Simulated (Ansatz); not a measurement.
```xyz
13

C     0.932    0.403    1.749
S     0.518    1.401    0.317
C    -1.181    0.900    0.049
S    -1.458   -0.862   -0.333
Si    0.107   -1.185   -1.752
H     0.346    0.702    2.619
H     1.989    0.573    1.955
H     0.771   -0.655    1.536
H    -1.540    1.511   -0.780
H    -1.793    1.116    0.927
H     1.443   -1.359   -1.131
H     0.148   -0.085   -2.748
H    -0.283   -2.460   -2.408
```

The species carries charge 0 and has multiplicity 1.

Q: List the PBE/def2-TZVPP orbital energies in eV (Ansatz). (Best estimate.)

A: Computed: Occupied: -2395.97, -2395.65, -1779.89, -270.68, -269.66, -208.88, -208.60, -155.07, -154.95, -154.77, -154.76, -154.65, -154.52, -137.60, -94.37, -94.31, -94.30, -20.67, -18.71, -16.71, -14.79, -12.84, -11.46, -11.06, -10.66, -9.84, -9.44, -8.56, -8.48, -8.24, -7.32, -5.91, -5.53. Lowest empty: -1.04, -0.37, -0.07, 0.35, 0.68, 0.80, 1.25, 1.42.
